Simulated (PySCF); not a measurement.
A structure optimised at B3LYP-D3(BJ)/def2-SVP, used in a PySCF frequency run:

```xyz
4

Cl     1.7733    -1.0238    -0.2951
Ge     0.0000     0.0000     0.4703
Cl    -1.7733    -1.0238    -0.2951
Cl     0.0000     2.0476    -0.2951
```
Charge 0, spin multiplicity 2.

### Question
Write its SMILES, formula and point group.

### Answer
[Cl][Ge]([Cl])[Cl], Cl₃Ge, C3v

### Question
What are its rotational constants (standard atomic weights)?

### Answer
2.0360, 2.0360, 1.1334 GHz
